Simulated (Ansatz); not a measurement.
Basis sets compared for the cluster Al3O3⁺ (the lowest singlet isomer of a short search). Total charge 1; singlet. Geometry r2SCAN-D4/def2-SVP. Ansatz on 4 threads of Arm Neoverse V1 on a shared host; times are rough, and most runs start from earlier orbitals.

Cartesian coordinates in Å:
```
Al -1.329 0.660 -0.895
Al 0.959 -1.271 -0.685
Al 0.370 0.611 1.579
O -0.365 -0.601 -1.555
O 1.309 -0.650 0.881
O -0.945 1.252 0.674
```

The restricted singlet is unstable towards broken spin symmetry in Hartree–Fock (as tested in another run); at PBE-D4/def2-SVP, PBE-D4/def2-TZVP, PBE0-D4/def2-SVP, PBE0-D4/def2-TZVP this wasn't settled. The structure comes from a short search, and lower isomers may exist.

| level | functions | energy (Eh) | HOMO (eV) | LUMO (eV) | wall time |
| --- | --- | --- | --- | --- | --- |
| PBE-D4/def2-SVP | 96 | -951.8833 | -10.08 | -8.84 | 0.95 s |
| PBE0-D4/def2-SVP | 96 | -951.9178 | -10.42 | -8.22 | 1.1 s |

Problem. Estimate the rows for PBE-D4/def2-TZVP (with forces), PBE0-D4/def2-TZVP.

Solution. 
```csv
level,functions,energy (Eh),HOMO (eV),LUMO (eV),wall time
PBE-D4/def2-TZVP (with forces),204,-952.4314,-10.12,-8.88,2.2 s
PBE0-D4/def2-TZVP,204,-952.4629,-10.47,-8.26,3.3 s
```
